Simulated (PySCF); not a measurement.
# Dipole moment and polarisability of BCl2(OMe)

Compound: BCl2(OMe), CH3BCl2O.
Cartesian coordinates in Å at the PBE0-D3(BJ)/def2-SVP level; atoms count from 1:
```
atom  x, y, z in Å
B1     0.3208    1.0422    0.6900
Cl2    2.0396    0.6321    0.6632
Cl3   -0.1976    2.4895    1.5374
O4    -0.6032    0.2964    0.0892
C5    -0.3863   -0.8983   -0.6239
H6    -0.9184   -0.8316   -1.5831
H7    -0.8004   -1.7404   -0.0496
H8     0.6837   -1.0757   -0.8069
```

Level: wB97X-D/def2-SVPD (PySCF), static field, nuclei fixed, core orbitals frozen in the response. The polarisability tensor in these axes (au):

```
x   59.48 -1.36  1.18
y   -1.36 61.30 10.28
z    1.18 10.28 51.13
```

Task: Give the principal values, the mean and the anisotropy Δα = √{½[(α1 − α2)² + (α2 − α3)² + (α1 − α3)²]}.

Result: Principal values 44.55, 59.64 and 67.72 au; mean 57.30 au = 8.49 Å³ = 9.45 × 10⁻⁴⁰ C²·m²/J; Δα = 20.37 au (36 % of the mean).

Task: What is the dipole moment, and where does it point?

Result: (-0.35, -2.11, -1.36) D, 2.53 D in size, pointing from the negative to the positive side. Measured along this direction, the outermost atoms are Cl3 at the negative end and H6 and H7 at the positive end.

Task: Find the Langevin capture rate constant for NH4+ (18.034 u) meeting this molecule (111.965 u), k = 2.342 × 10⁻⁹ cm³/s × √(α in Å³ / reduced mass in u).

Result: The reduced mass is 15.53 u, so k = 1.73 × 10⁻⁹ cm³/s. The formula leaves out the permanent dipole, which adds to the capture rate.

Task: Sum over states: ᾱ = Σ f/ω², ω in Eh. What share falls to these 10 lowest TDDFT singlets (eV, f)? 7.18, 0.0000; 8.04, 0.0090; 8.06, 0.1516; 8.16, 0.0046; 8.24, 0.1222; 8.39, 0.0804; 8.62, 0.0480; 8.80, 0.0114; 9.16, 0.1574; 9.31, 0.0227.

Result: They add up to 6.23 au, 10.9 % of the 57.30 au; the largest single term is 1.73 au, from the state at 8.06 eV. Terms in order: 0.00, 0.10, 1.73, 0.05, 1.33, 0.85, 0.48, 0.11, 1.39, 0.19 au. Higher excitations give the rest. The strengths listed sum to 0.607.

Task: How large is μ²/3kT at 250 K beside α?

Result: In Gaussian units μ²/3kT = 61.93 Å³ against 8.49 Å³, a ratio of 7.29; the Debye molar polarisation (4π/3)N_A(α + μ²/3kT) is 177.6 cm³/mol, leaving out the vibrational part.

Task: What would n − 1 = 2πNα be for an ideal gas of these molecules at 350 K and 1 atm, electronic part alone?

Result: N = p/kT = 2.0968 × 10¹⁹ cm⁻³, so n − 1 = 2π × N × 8.49 × 10⁻²⁴ cm³ = 1119 × 10⁻⁶ at long wavelengths, for an ideal gas.

Task: Give the eigenvalues of the traceless quadrupole moment Θ = ½Σq(3rr − r²1), origin at the centre of nuclear charge.

Result: -5.22, -0.04, 5.26 D·Å. The values depend on the origin, since the dipole doesn't vanish. The electronic extent ⟨r²⟩ about the same centre is 739 bohr², a root-mean-square distance of 1.92 Å for the 56 electrons.

The structure is a single PBE0-D3(BJ)/def2-SVP conformer in the gas phase; no vibrational or solvent corrections.

These values come from a run that also computed excited states. On one thread, Intel Xeon at 2.80 GHz (x86_64), shared host with 64 logical CPUs at a one-minute load of 9.8, this took 14 s of wall time (grids of density and orbitals included) and 0.61 GiB of memory at its peak.

The pairwise dispersion term of wB97X-D wasn't added to the energies; at a given geometry it leaves orbitals and properties as they are.
